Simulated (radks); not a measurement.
Values are calculated unless marked as measured or tabulated.
Hf+, configuration [Xe] 4f14 5d1 6s2. Code: a radial shooting solver on a logarithmic mesh with Libxc functionals. Model: Dirac Kohn-Sham, PBE, spin-unpolarised, spherical densities, finite nucleus; open shells fill j = l - 1/2 first; Fermi nuclear charge, rms radius 5.347 fm.

X-ray form factor f0, the Fourier transform of the density (f0(0) = 71):

sin(theta)/lambda (1/angstrom)  f0 (electrons)
0.05                                    69.995
0.1                                     67.436
0.15                                    64.172
0.2                                     60.747
0.25                                    57.339
0.3                                     53.994
0.4                                     47.681
0.5                                     42.141
0.6                                     37.429
0.8                                     29.977
1                                       24.511
1.25                                    19.889
1.5                                     17.010
2                                       13.474
